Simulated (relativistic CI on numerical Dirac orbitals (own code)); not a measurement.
d4 in a ligand field

Computed with a parametric ligand-field model of a d^n configuration (Racah B and C, spin-orbit zeta, crystal field), exact diagonalisation.

Field parameters in Wybourne normalisation: D3d B²₀ = −7Dσ, B⁴₀ = −14Dq − 21Dτ, B⁴₃ = −14√(10/7) Dq; Oh B⁴₀ = 21Dq, B⁴₄ = √(5/14) B⁴₀; Td as Oh with Dq negative (B⁴₀ = 21Dq, B⁴₄ = √(5/14) B⁴₀). The field is a parameter set, without covalency.

Task: Ground term and bands for B = 610, C = 2980, ζ = 0 cm⁻¹, Td, 10Dq = -1450 cm⁻¹?

Result: Ground term 5T2 with 2.00 electrons in the two orbitals of the cubic e set. Spin-allowed: 5E 1450 cm⁻¹. Lowest spin-forbidden: 3T1 13841 cm⁻¹ (723 nm), 3T2 14343 cm⁻¹ (697 nm), 3T1 15032 cm⁻¹ (665 nm).

Task: Ground term and bands for B = 870, C = 3440, ζ = 0 cm⁻¹, Td, 10Dq = -1800 cm⁻¹?

Result: Ground term 5T2 with 2.00 electrons in the two orbitals of the cubic e set. Spin-allowed: 5E 1800 cm⁻¹. Lowest spin-forbidden: 3T1 16534 cm⁻¹ (605 nm), 3T2 17214 cm⁻¹ (581 nm), 3T1 18049 cm⁻¹ (554 nm).

Task: Ground term and bands for B = 950, C = 3760, ζ = 0 cm⁻¹, D3d, 10Dq = 20250, Dσ = 1200, Dτ = -210 cm⁻¹?

Result: Ground term 5E with 1.01 electrons in the two orbitals of the cubic e set. Spin-allowed: 5E 19207 cm⁻¹ (521 nm), 5A1 21154 cm⁻¹ (473 nm). Lowest spin-forbidden: 3A2 2517 cm⁻¹, 3E 3534 cm⁻¹ (2830 nm), 1E 13726 cm⁻¹ (729 nm).

Task: Ground term and bands for B = 940, C = 4640, ζ = 0 cm⁻¹, Td, 10Dq = -3650 cm⁻¹?

Result: Ground term 5T2 with 2.00 electrons in the two orbitals of the cubic e set. Spin-allowed: 5E 3650 cm⁻¹ (2740 nm). Lowest spin-forbidden: 3T1 20605 cm⁻¹ (485 nm), 3T2 22012 cm⁻¹ (454 nm), 3T1 23427 cm⁻¹ (427 nm).

Task: Ground term and bands for B = 480, C = 1930, ζ = 0 cm⁻¹, Oh, 10Dq = 15300 cm⁻¹?

Result: Ground term 3T1 with 0.03 electrons in the two orbitals of the cubic e set. Spin-allowed: 3E 13583 cm⁻¹ (736 nm), 3T1 14066 cm⁻¹ (711 nm), 3T2 14591 cm⁻¹ (685 nm), 3A1 15473 cm⁻¹ (646 nm). Lowest spin-forbidden: 5E 3433 cm⁻¹ (2913 nm), 1T2 5635 cm⁻¹ (1775 nm), 1E 6334 cm⁻¹ (1579 nm).
